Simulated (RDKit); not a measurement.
Job for RDKit: UFF on C2H6Te (SMILES CC[TeH]).

```python
from rdkit import Chem
from rdkit.Chem import AllChem, rdDetermineBonds

blocks = [
'''9

C    -0.81526041    0.59035655    0.16381082
C    -0.06172326   -0.69842116   -0.11373634
Te    1.98931139   -0.70421327    0.62016315
H    -1.84249898    0.51621435   -0.20674067
H    -0.85336438    0.80656844    1.23166511
H    -0.34354636    1.44048917   -0.33070152
H    -0.51622228   -1.55118205    0.39035955
H    -0.00999325   -0.92674300   -1.17564700
H     2.45329754    0.52693097   -0.39854766
''',
]
mol = None
for b in blocks:
    f = Chem.MolFromXYZBlock(b)
    rdDetermineBonds.DetermineBonds(f, charge=0)
    mol = f if mol is None else Chem.CombineMols(mol, f)
Chem.SanitizeMol(mol)
print(Chem.MolToSmiles(Chem.RemoveHs(mol)))
ff = AllChem.UFFGetMoleculeForceField(mol, vdwThresh=100.0, ignoreInterfragInteractions=False)
e = ff.CalcEnergy()
print(f'UFF energy {e:.6f} kcal/mol')
```

Program output:

```
CC[TeH]
UFF energy 2.783233 kcal/mol
```

The run finished.

Cost: around 0.020 core-seconds (rough).
